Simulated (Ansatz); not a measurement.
Bonds to the group Y in Y-Sb(OH)2. Gas-phase values, no solvent. Each species was relaxed from one start; no search for lower structures was made at this level. In the def2 sets, heavy atoms carry core potentials. Strings in code marks are SMILES.

These are PBE-D3(BJ)/def2-TZVP // B3LYP-D3(BJ)/def2-SVP in Ansatz (a first-principles code) values and carry that method's errors. All candidates: neutral, multiplicity 1. 

```json
{
 "LUMO": "-1.53 eV",
 "HOMO": "-5.82 eV",
 "HOMO–LUMO gap": "4.29 eV"
}
```

**Question.** Name which member has these values.
(A) `C=C[CH2][Sb]([OH])[OH]`
(B) `[OH][Sb]([OH])[C](F)(F)F` (H–O–Sb–O torsion 53°, O–Sb–O–H torsion 98°)
(C) `C[CH](C)[Sb]([OH])[OH]`
(D) `[OH][Sb]([OH])[c]1ccccc1`

**Answer.** C, `C[CH](C)[Sb]([OH])[OH]`. The others give `C=C[CH2][Sb]([OH])[OH]`: -1.80 eV, -5.69 eV, 3.90 eV; `[OH][Sb]([OH])[c]1ccccc1`: -1.90 eV, -6.24 eV, 4.34 eV; `[OH][Sb]([OH])[C](F)(F)F` (H–O–Sb–O torsion 53°, O–Sb–O–H torsion 98°): -2.23 eV, -6.88 eV, 4.65 eV
